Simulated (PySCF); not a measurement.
## Ba⁴⁵⁺: ionisation energy

Ba⁴⁵⁺ [Ne] 3s1 [3s1/2^1, M_J = 1/2] → Ba⁴⁶⁺ [Ne], as a difference of total energies. Computed with PySCF 2.14 in an even-tempered Gaussian basis (18 s from 11 bohr⁻², ratio 2.4; 14 p from 14 bohr⁻², ratio 2.4; 4 d from 45 bohr⁻², ratio 2.6; 4 f from 67 bohr⁻², ratio 2.6), with the two-component X2C-1e Hamiltonian. Correlated levels: 1s2 frozen; the 54 highest virtual spinors dropped. "Screened" scales the spin-orbit matrix elements by Boettger's factors to mimic the two-electron term; Breit and QED terms are absent.

```tsv
method	ionisation energy (eV)
GHF (spin-free)	3642.0
GMP2 (spin-free)	3642.7
GHF (screened spin-orbit)	3641.9
GMP2 (screened spin-orbit)	3642.6
```

Breit and QED terms and the two-electron picture change are absent.

For comparison: 3640 ± 4 eV (theoretical estimate listed by NIST; NIST Atomic Spectra Database, ionization energies).
